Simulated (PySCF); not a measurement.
C₂H₆AlCl, triplet, geometry from GFN2-xTB (such geometries of metal compounds can be far from the true shape) (a higher spin typed on purpose: for a closed-shell molecule this is an excited state); MP2/6-31G in PySCF.

Here is a job for PySCF.
```python
from pyscf import gto, scf, mp

mol = gto.Mole()
mol.atom = '''
    Al    0.271241    0.586158    0.379600
    C     1.867871   -0.785804   -0.094239
    H     1.500749   -1.739977   -0.458322
    H     2.528356   -0.911523    0.754817
    H     2.363617   -0.241130   -0.893259
    C    -0.276916   -0.987749    1.750137
    H    -0.479454   -1.926424    1.244523
    H    -1.192939   -0.576001    2.165147
    H     0.476783   -1.104691    2.519037
    Cl   -1.074646    0.560059   -1.188361
'''
mol.basis = '6-31g'
mol.charge = 0
mol.spin = 2
mol.verbose = 5
mol.build()

mf = scf.UHF(mol)
mf.kernel()

pt = mp.MP2(mf, frozen=12)
pt.kernel()
print('E(MP2) = %.10f' % pt.e_tot)
```

It wrote (shortened):

```
PySCF version 2.14.0

[INPUT] verbose = 5
[INPUT] max_memory = 4000
[INPUT] num. atoms = 10
[INPUT] num. electrons = 48
[INPUT] charge = 0
[INPUT] spin (= nelec alpha-beta = 2S) = 2
[INPUT] symmetry False subgroup None
[INPUT] Mole.unit = angstrom
[INPUT] Symbol           X                Y                Z      unit          X                Y                Z       unit  Magmom
[...]
[INPUT] ---------------- BASIS SET ----------------
[INPUT] l, kappa, [nprim/nctr], expnt,             c_1 c_2 ...
[INPUT] C
[...]
                                457.36951         0.0140373
                                103.94869         0.0688426
                                29.210155         0.2321844
                                9.286663          0.4679413
                                3.163927          0.362312
[...]
                                1.8812885         -0.1608542
                                0.5442493         1.1434564
[...]
                                1.8812885         0.316424
                                0.5442493         0.7443083
[...]
[INPUT] Al
[...]
                                2098.75           0.0148599
                                477.705           0.0728494
                                134.36            0.24683
                                42.8709           0.487258
                                14.5189           0.323496
[...]
                                57.4419           -0.037408
                                18.2859           -0.114487
                                6.59914           0.115635
                                2.49049           0.612595
                                0.94454           0.393799
[...]
                                0.39759           0.00144583
                                0.160095          1.09279
[...]
                                57.4419           0.033199
                                18.2859           0.136282
                                6.59914           0.330476
                                2.49049           0.449146
                                0.94454           0.265704
[...]
                                0.39759           0.244533
                                0.160095          0.804934
[...]
[INPUT] Cl
[...]
                                3780.35           0.014034
                                860.474           0.069097
                                242.145           0.237452
[...]
 -1.05133924e+01 -7.98188567e+00 -7.97854142e+00 -7.97835383e+00
 -4.93157989e+00 -3.24580462e+00 -3.24262277e+00 -3.24101835e+00
 -1.06823760e+00 -9.99089336e-01 -9.74773943e-01 -6.12954828e-01
 -6.07356976e-01 -5.87993066e-01 -5.84892005e-01 -5.84104544e-01
 -4.85593603e-01 -4.60478336e-01 -4.46317186e-01 -4.17163599e-01
 -2.91475678e-01  9.95795064e-02  1.22889598e-01  1.73028602e-01
  2.05117467e-01  2.52437935e-01  2.84282344e-01  2.93560673e-01
  3.08969888e-01  3.26298125e-01  3.54358252e-01  3.88092012e-01
  3.91708750e-01  4.34445632e-01  6.38370596e-01  6.54635767e-01
  6.71915079e-01  7.18597632e-01  7.99899170e-01  8.04385084e-01
  8.24981943e-01  8.76574252e-01  9.16544472e-01  9.68623567e-01
  1.18181811e+00  1.19932790e+00  1.21315528e+00  1.23850491e+00
  1.24391203e+00  1.26499059e+00  1.33378494e+00  1.41385178e+00]
  beta  mo_energy =
[-1.04767776e+02 -5.85008889e+01 -1.12472229e+01 -1.12472121e+01
 -1.05125575e+01 -7.98089465e+00 -7.97736563e+00 -7.97681857e+00
 -4.92487318e+00 -3.24043635e+00 -3.23613308e+00 -3.23232682e+00
 -1.06058003e+00 -9.40653863e-01 -9.13606305e-01 -5.94022888e-01
 -5.91453037e-01 -5.71873575e-01 -5.66336730e-01 -5.23289505e-01
 -4.43239676e-01 -4.41525512e-01 -3.74827099e-01 -2.04332819e-02
  5.29637996e-02  1.42092172e-01  1.48500062e-01  1.83561911e-01
  2.48280278e-01  2.64451056e-01  3.09112373e-01  3.18627410e-01
  3.32515920e-01  3.48177654e-01  3.92457010e-01  4.11102462e-01
  4.12083017e-01  4.48558151e-01  6.40597684e-01  6.62414795e-01
  6.92036889e-01  7.31450069e-01  8.30189277e-01  8.56002927e-01
  8.69572075e-01  8.95991590e-01  9.23430406e-01  9.80458345e-01
  1.19150539e+00  1.21160026e+00  1.22439649e+00  1.24550631e+00
  1.26096853e+00  1.27514940e+00  1.34864283e+00  1.44553349e+00]
multiplicity <S^2> = 2.0408819  2S+1 = 3.0271319
E1 = -1455.1187923077603  E2 = 485.1080306540519  Ecoul = 543.3305930855278  Exc = -58.222562431475865
Extra cycle  E= -780.519089449451  delta_E= -5.75e-11  |g|= 3.32e-06  |ddm|= 1.3e-05
converged SCF energy = -780.519089449451  <S^2> = 2.0408819  2S+1 = 3.0271319

******** <class 'pyscf.mp.ump2.UMP2'> ********
nocc = (np.int64(13), np.int64(11)), nmo = (44, 44)
frozen orbitals 12
transform (ia|jb) incore
E(UMP2) = -780.761951875923  E_corr = -0.242862426472049
E(SCS-UMP2) = -780.767126293824  E_corr = -0.248036844372973
E_corr(same-spin) = -0.0500746931463291
E_corr(oppo-spin) = -0.192787733325719
E(MP2) = -780.7619518759
```
